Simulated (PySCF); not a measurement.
Al(Me)(OMe)(SeH), SMILES C[O][Al]([CH3])[SeH] (C₂H₇AlOSe), B3LYP/def2-SVP optimised geometry.

```
12

Al    -0.53     0.11     0.00
C     -1.46    -1.60     0.00
H     -1.16    -2.20    -0.88
H     -2.56    -1.51    -0.01
H     -1.18    -2.19     0.89
O      1.16     0.11     0.00
C      2.29     0.93    -0.01
H      2.04     2.01    -0.06
H      2.90     0.77     0.90
H      2.93     0.70    -0.88
Se    -1.59     2.20     0.00
H     -2.93     1.58    -0.01
```

Density from PySCF 2.14.0 with B3LYP/def2-TZVP at that geometry.

Minimum of the electron density along straight lines between bonded atoms, close to the bond critical point (lines longer than 1.1 times the sum of covalent radii, or with two minima, are not listed):

```
bond      length / Å  ρ at the minimum / e bohr⁻³  ∇²ρ there / e bohr⁻⁵  position (fraction from the first atom)
--------  ----------  ---------------------------  --------------------  ---------------------------------------
Al1–C2         1.949                        0.089                  0.25                                     0.41
C2–H3          1.104                        0.264                 -0.85                                     0.64
C2–H4          1.101                        0.266                 -0.87                                     0.64
C2–H5          1.104                        0.264                 -0.85                                     0.64
Al1–O6         1.697                        0.105                   ___                                     0.43
O6–C7          1.395                        0.264                 -0.54                                     0.65
C7–H8          1.107                        0.276                 -0.95                                     0.64
C7–H9          1.106                        0.278                 -0.96                                     0.64
C7–H10         1.106                        0.278                 -0.96                                     0.64
Al1–Se11       2.341                        0.064                   ___                                     0.36
Se11–H12       1.476                        0.171                   ___                                     0.63
```

Q: Complete the blanks.

A: 
- Al1–O6, ∇²ρ there / e bohr⁻⁵: 0.79
- Al1–Se11, ∇²ρ there / e bohr⁻⁵: 0.12
- Se11–H12, ∇²ρ there / e bohr⁻⁵: -0.29
